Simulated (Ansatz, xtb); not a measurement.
Two isomers of C4H4N2OSe

We compare a, `CC(=O)c1cn[se]n1`, a singlet, with b, `CC(=O)c1nnc[se]1`, a singlet. Both are isolated molecules in the gas phase, relaxed with PBE0-D3(BJ)/def2-SVP, each in the lowest conformer that the search found.

a (Å):

```xyz
12

C     0.1769    1.4084   -0.2797
C    -0.6275    0.1448   -0.2221
C    -1.7340    0.0860    0.7869
C    -2.5781   -1.0776    0.9389
N    -3.5046   -1.0069    1.8500
N    -1.9897    1.0927    1.5838
O    -0.4296   -0.8109   -0.9367
Se   -3.3697    0.6159    2.6193
H     0.6393    1.6051    0.6994
H    -0.4813    2.2657   -0.4868
H     0.9455    1.3178   -1.0561
H    -2.4598   -1.9787    0.3301
```

b (Å):

```tsv
atom	x (Å)	y (Å)	z (Å)
C	-0.2924	4.6002	-1.9074
C	-0.2621	3.1329	-2.2082
C	-0.6079	2.2214	-1.0829
C	-1.1043	0.4273	0.4730
N	-0.9298	2.6073	0.1136
N	-1.2049	1.6215	0.9772
O	0.0215	2.6637	-3.2864
Se	-0.6056	0.3666	-1.3163
H	-1.2896	4.8891	-1.5435
H	-0.0311	5.1618	-2.8118
H	0.4098	4.8296	-1.0918
H	-1.3014	-0.4669	1.0687
```

**Question.** Estimate E(b) − E(a) at the level CCSD(T)/def2-SVP + ΔMP2/def2-TZVPP.

**Answer.** Calculated at CCSD(T)/def2-SVP + ΔMP2/def2-TZVPP: E(b) − E(a) = +0.464 eV, so structure a lies lower.

Level by level:

```
                             level              geometry  E(b) − E(a) (eV)  departure from the last row (eV)  job, with rough time for the two
                          GFN2-xTB              GFN2-xTB              +0.521                            +0.057              optimisation, 0.17 s
                         HF/STO-3G              GFN2-xTB              +0.313                            −0.151               single point, 0.6 s
                r2SCAN-D4/def2-SVP              GFN2-xTB              +0.258                            −0.206               single point, 4.2 s
              PBE0-D3(BJ)/def2-SVP  PBE0-D3(BJ)/def2-SVP              +0.274                            −0.190                optimisation, 42 s
                       HF/def2-SVP  PBE0-D3(BJ)/def2-SVP              +0.346                            −0.118           part of the CCSD(T) run
                      MP2/def2-SVP  PBE0-D3(BJ)/def2-SVP              +0.349                            −0.114           part of the CCSD(T) run
                  CCSD(T)/def2-SVP  PBE0-D3(BJ)/def2-SVP              +0.335                            −0.129                      single point
CCSD(T)/def2-SVP + ΔMP2/def2-TZVPP  PBE0-D3(BJ)/def2-SVP              +0.464                                               single point, 2.3 min
```

As drawn, b has 1 N∷N, 2 C∷Se in place of 1 C∷C, 2 N∷Se (∷ is an aromatic bond).

None of the levels shown reverses the order. The largest departure from CCSD(T)/def2-SVP + ΔMP2/def2-TZVPP is that of r2SCAN-D4/def2-SVP, 0.206 eV. The last row adds to CCSD(T) the change of the MP2 difference between the two basis sets, here +0.129 eV.

With thermal terms from frequencies at re-optimised GFN2-xTB minima (ideal gas, soft modes damped towards free rotors, one conformer each, 298.15 K, 1 atm): the zero-point term adds −0.010 eV; ΔH is +0.457 and ΔG +0.448 eV.

The correlated steps freeze 16 core orbitals; the filled d shell of Se is correlated, in a basis made for valence electrons. Run with Ansatz 0.2.0, xtb 6.7.1; the last row on 4 threads of Arm Neoverse V1 on a shared host.
